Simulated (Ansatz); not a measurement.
Compare A (`C[Si](N)(O)[SiH3]`) with its isomer B (`CO[SiH2][SiH2]N`).

Calculated with Ansatz (gas phase, PBE0-D4/def2-TZVP geometries, no zero-point term in ΔE). CBS: MP2 limit from def2 TZ/QZ plus the TZ coupled-cluster correction, frozen cores. Functionals use def2-TZVPP. One conformer a species, not always the lowest.

Task: Which is lower in electronic energy at CCSD(T)/CBS, and by how much? (Best estimate.)

Result: Ansatz gave: A, by 31.8 kcal/mol.

Task: Give E(B) − E(A) in kcal/mol with ωB97M-V, r2SCAN-D4, B2PLYP, CCSD(T)/def2-TZVPP, MP2/def2-TZVPP, PBE-D4, PBE0-D4. (Estimate.)

Result: Ansatz gave: ωB97M-V 31.5, r2SCAN-D4 32.0, B2PLYP 30.2, CCSD(T)/def2-TZVPP 31.0, MP2/def2-TZVPP 32.5, PBE-D4 30.9, PBE0-D4 31.3. None reverses the order clearly.

Largest T1 diagnostic: 0.012.

In def2-TZVPP, CCSD(T) changes the Hartree–Fock value by +4.0 kcal/mol (the triples alone add +0.4 kcal/mol) and MP2 by +5.6 kcal/mol.
